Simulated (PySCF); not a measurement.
NMR data simulated for an unnamed compound:

1H NMR (400 MHz, computed): δ 7.15 (m, 2H), 7.08 (m, 1H), 7.06 (m, 2H), 4.29 (m, 2H), 2.83 (m, 2H).

13C{1H} NMR (computed): δ 129.9 (C), 124.8 (CH), 123.7 (CH), 122.1 (CH), 87.3 (CH2), 42.1 (CH2).

Averaged over atoms made equivalent by symmetry, fast rotation or ring inversion, single conformer, no relativistic terms, gas phase. Geometry: PBE0-D3(BJ)/def2-SVP; shieldings: GIAO KT2/pcSseg-1; PySCF 2.14.0 with density-fitted response routines.

Shifts are taken against calculated references (same method and geometry level): TMS for 1H (31.18 ppm) and 13C (183.22 ppm).

Which of these does the molecule contain: a C≡C triple bond, a ketone, a heteroaromatic ring, a benzene ring?

Answers


- A C≡C triple bond: no.
- A ketone: no.
- A heteroaromatic ring: no.
- A benzene ring: yes.

The data belong to `FCCc1ccccc1`, C$_{8}$H$_{9}$F; they needn't prove each group on their own.

Carbon signals by region: 4 in the sp2 and nitrile region (100–160 ppm), 1 at 50–100 ppm, 1 below 50 ppm.

Splittings by 19F in the carbon and heteronuclear signals aren't shown, as no couplings were computed. Shifts are as computed. Against solution values, carbons near 30 ppm lie about +2 ppm off and those near 130 ppm about -5 ppm. Of 1211 compounds with measured shifts, 218 miss one by over three times the rms of a fit or turn the order of signals round; such compounds aren't used in these exercises. Multiplicities follow the n + 1 count of equivalent neighbours, as no J values were calculated; m marks all less simple cases, F and P coupling included.
